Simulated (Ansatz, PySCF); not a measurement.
Gas-phase reaction (SMILES): Br[Si](Br)(Br)Br [tetrabromosilane] + F (HF) → F[Si](Br)(Br)Br [tribromo(fluoro)silane] + Br (HBr); hydrogen fluoride cleaves one Si-Br bond, a model of a ligand-exchange step.

Each molecule is optimised on its own at B3LYP-D3(BJ)/def2-TZVP (Ansatz, a first-principles code). Correlated levels leave the core frozen unless marked. Spin-orbit coupling is left out. Frozen are the shells of the preceding noble gas and the d and f shells that filled before the atom's block. Non-relativistic. CBS marks a two-point X^-3 extrapolation of the correlation energy; Hartree-Fock from the larger set. [CCSD(T)-MP2]/basis is that difference in the basis named. Thermal terms are rigid-rotor harmonic-oscillator values from B3LYP-D3(BJ) frequencies (Ansatz or PySCF) at 298.15 K and 1 atm. 1 Eh = 627.5095 kcal/mol.

```csv
species,"E, RI-MP2/CBS(def2-TZVPPD,def2-QZVPPD)+[CCSD(T)-MP2]/def2-TZVPPD (Ansatz) (Eh)","E, B3LYP-D3(BJ)/def2-TZVPD (Ansatz + dftd3) (Eh)",H - E (Eh)
Br[Si](Br)(Br)Br,-10579.99461,-10586.46590,0.01367
F (HF),-100.39405,-100.49389,0.01259
F[Si](Br)(Br)Br,-8107.12452,-8112.18772,0.01475
Br (HBr),-2573.28273,-2574.79060,0.00927
```

Task: Work out ΔE and ΔH at 298.15 K at the first level, then ΔH at the second.

Result: 
1. ΔE = [(-8107.12452) + (-2573.28273)] - [(-10579.99461) + (-100.39405)] = -0.01859 Eh = -11.7 kcal/mol at RI-MP2/CBS(def2-TZVPPD,def2-QZVPPD)+[CCSD(T)-MP2]/def2-TZVPPD.
2. The terms H - E add up to -0.00224 Eh, so ΔH = (-0.01859 + (-0.00224))×627.5095 = -13.1 kcal/mol.
3. At B3LYP-D3(BJ)/def2-TZVPD the same steps give ΔE = -11.6 and ΔH = -13.0 kcal/mol, a shift of +0.1 from the first level.
4. These values are not checked against measurement here, since the tables used lack a sound gas-phase enthalpy of formation for at least one species.
